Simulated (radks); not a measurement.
Results of a calculation; reference values are marked as such.
Q: These are the eigenvalues of the occupied orbitals of an atom or ion with whole-number occupations (Ry). Code: a radial shooting solver on a logarithmic mesh with Libxc functionals. Model: non-relativistic Kohn-Sham, PBE, spin-polarised, spherical densities, point nucleus.

| orbital | eigenvalue |
|---|---|
| 1s up | -6551.410 |
| 1s down | -6549.667 |
| 2s up | -1607.349 |

Which element is it, and in what charge state? The configuration may be excited. Open shells, if any, are filled with parallel spins first.

A: Z = 82, lead, charge +79: Pb79+ in [He] 2s1. The list shows which subshells hold electrons but not how many an open one holds; the 1s level, -3275.7 hartree, gives Z - s = 80.9 by -(Z - s)^2/2, which with screening narrows Z to a few neighbours, and the depths of the outer levels then fix element, charge and occupations together.
